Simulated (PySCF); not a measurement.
RbSi, PBE0: how much the basis matters

PySCF, UKS reference; quartet, unpaired electrons σ ↑, π ↑↑; De to Rb + Si without counterpoise correction.

| basis | relativity | functions | Re (Å) | ωe (cm⁻¹) | De (eV) | μ (D) |
| --- | --- | --- | --- | --- | --- | --- |
| def2-SVP | scalar-relativistic core potentials | 42 | 3.220 | 173 | 1.55 | -10.25 |
| def2-SVPD | scalar-relativistic core potentials | 51 | 3.215 | 174 | 1.57 | -9.92 |
| x2c-TZVPPall | spin-free X2C | 121 | 3.149 | 175 | 1.64 | -9.79 |

Problem. How does each smaller set differ from the one with most functions, x2c-TZVPPall?

Solution. def2-SVP: +7.1 pm, -1.1 % in ωe, -0.09 eV in De; def2-SVPD: +6.6 pm, -0.6 % in ωe, -0.07 eV in De. All at PBE0; the set with most functions is neither the basis-set limit nor always the best. The rows treat relativity differently, so the differences are not basis effects alone.

A positive dipole means Rb(−)Si(+). Spin–orbit coupling is left out. The state is the lowest determinant that a PBE0 search found; another state may lie lower at other levels.
